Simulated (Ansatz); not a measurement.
One change: `C=[C](C)[GeH2][F]` becomes `C=C(C)C`.

Ansatz, PBE0-D4/def2-TZVP geometries, multiplicity 1. Each molecule was computed in one conformer, which needn't be the lowest.

Scalar relativity is left out up to krypton.

| property | `C=[C](C)[GeH2][F]` |
| --- | --- |
| HOMO–LUMO gap (ωB97M-V/def2-TZVPP) / eV | 11.82 |
| HOMO energy (PBE/def2-TZVPP) / eV | -6.66 |
| HOMO–LUMO gap (PBE0/def2-TZVPP) / eV | 7.50 |
| HOMO energy (PBE0/def2-TZVPP) / eV | -7.78 |
| HOMO–LUMO gap (PBE/def2-TZVPP) / eV | 5.38 |
| size of the dipole moment (PBE/def2-TZVPP) / D | 2.49 |

Task: Give the same properties after the change, and the shifts. (Estimate.)

Result: The calculation gave: 
| property | `C=C(C)C` | shift |
| --- | --- | --- |
| HOMO–LUMO gap (ωB97M-V/def2-TZVPP) / eV | 11.90 | 0.08 |
| HOMO energy (PBE/def2-TZVPP) / eV | -5.93 | 0.73 |
| HOMO–LUMO gap (PBE0/def2-TZVPP) / eV | 7.60 | 0.10 |
| HOMO energy (PBE0/def2-TZVPP) / eV | -7.04 | 0.74 |
| HOMO–LUMO gap (PBE/def2-TZVPP) / eV | 5.46 | 0.08 |
| size of the dipole moment (PBE/def2-TZVPP) / D | 0.59 | -1.90 |

With PBE0 the HOMO rises by 0.74 eV and the LUMO rises by 0.84 eV, so the gap widens by about 0.10 eV. PBE moves the HOMO by 0.73 eV and ωB97M-V by 0.73 eV. Dipoles are sizes alone; their direction can turn.
